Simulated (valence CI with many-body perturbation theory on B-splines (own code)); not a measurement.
**Questions on Sb37+**

Method: configuration interaction combined with many-body perturbation theory (CI+MBPT): four valence electrons over a frozen Dirac-Fock core [Ne], a basis of 11 s, 11 p, 9 d, 7 f, 5 g, 2 h, 1 i functions for each j, with the one-electron correlation potential Σ1 (screened to all orders), the two-electron term Σ2, the three-electron term Σ3, Breit, model QED; selected single and double excitations, second order for the rest (own B-spline code, finite nucleus).

No measured spectrum was set against this ion. As an estimate, large intervals hold to a few tenths of a per cent, small ones and those within an open d or f shell to about a per cent.

Levels are named by their leading jj configuration (3d3/2^4 stands for four electrons in 3d with j = 3/2), which in mixed levels can hold well under half, so a name can repeat and another be missing.

Rates and lifetimes use the calculated energies. Strong lines usually hold to 10 to 20 %, long lifetimes can be off by a factor of two.

(1) What is the ground level?

(2) What is the ionisation energy?

(3) Where does the other parity begin?

(4) Among levels below 3301.8 × 10³ cm⁻¹, which E1 lines absorb most strongly from the ground level?

(5) Name the longest-lived excited levels whose lifetime is computed, and their main decay.

Answers

(1) (3s^2 3p1/2^2) J=0, composition 73 % 3s²3p² ³P + 25 % 3s²3p² ¹S.

(2) 2569.6 eV; NIST lists 2567 ± 4 eV (theoretical).

(3) At (3s 3p1/2^2 3p3/2) J=2, 1196.0 × 10³ cm⁻¹.

(4) to (3s^2 3p1/2 3d3/2) J=1 at 5.756 nm, f = 0.619; to (3s 3p1/2^2 3p3/2) J=1 at 7.432 nm, f = 0.143; to (3s 3p1/2 3p3/2^2) J=1 at 5.409 nm, f = 0.0512.

(5) (3s^2 3p1/2 3p3/2) J=2 at 494.07 × 10³ cm⁻¹ lives 223 μs, mostly by E2 to (3s^2 3p1/2^2) J=0; (3s^2 3p3/2 3d5/2) J=4 at 2169.8 × 10³ cm⁻¹ lives 989 ns, mostly by M1 to (3s^2 3p1/2 3d5/2) J=3; (3s^2 3p1/2 3p3/2) J=1 at 446.39 × 10³ cm⁻¹ lives 846 ns, mostly by M1 to (3s^2 3p1/2^2) J=0.
